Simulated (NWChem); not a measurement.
H2Be in NWChem

```xyz
3

Be     0.0000     0.0000     0.0000
H      0.0000     0.0000     1.3442
H      0.0000     0.0000    -1.3442
```
Charge 0, spin multiplicity 1.

All runs are NWChem calculations. The geometry was optimised at PBE/def2-SVP, a minimum by its harmonic frequencies.

The field's frequency is 0.0773 Ha (589 nm). This basis has no diffuse functions, which lowers polarisabilities.

The Pople sets run with spherical d functions. The structure started from a generated list of species.

Q: Give the polarisability tensor in bohr³ at HF/6-31G* (spherical d), in the frame of the coordinates, and its isotropic mean.

A: 
```
13.47   0.00   0.00
 0.00  13.47   0.00
 0.00   0.00  16.50
```
Mean (one third of the trace): 14.48 bohr³.
